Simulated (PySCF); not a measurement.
Constitutional and geometric isomers with formula C2HNO. All species are isolated molecules in the gas phase. Strings in code marks are SMILES.

The numbers are results of CAM-B3LYP-D3(BJ)/def2-TZVP in PySCF, not measurements. All candidates: neutral, multiplicity 1. Excitations are Tamm–Dancoff values on a coarser integration grid. The basis has no diffuse functions, so Rydberg states are missing or too high.

dipole moment: 2.52 D
S1 excitation (TDA): 3.94 eV
LUMO: -1.85 eV

Question: Identify which member has these values.
A. `N#CC=O`
B. `O=c1cn1`
C. `N=C=C=O`

Answer: A, `N#CC=O`. The others give `N=C=C=O`: 1.92 D, 1.02 eV, -2.31 eV; `O=c1cn1`: 3.72 D, 3.71 eV, -0.89 eV
